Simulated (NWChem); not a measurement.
Molecule: C$_{2}$HBCl$_{2}$; SMILES C#CB(Cl)Cl

```xyz
6

B      0.0009    -0.0135     0.0000
C      0.0092    -1.5283     0.0000
C      0.0144    -2.7456     0.0000
H      0.0190    -3.8217     0.0000
Cl     1.5040     0.8782     0.0000
Cl    -1.5137     0.8590     0.0000
```
Atoms are numbered in this order, from 1.

Results from NWChem. Medium grid unless said otherwise, to which SCAN and Minnesota functionals are sensitive. Structure relaxed at the PBE0/def2-SVP level.

### Question
Predict the results for M06-L/def2-SVP. Quantities: highest occupied level (eV); orbital gap (eV); dipole (D).

### Answer
The highest occupied level (eV) comes out as -7.48. The orbital gap (eV) is 4.64 and the dipole (D) is 1.59.
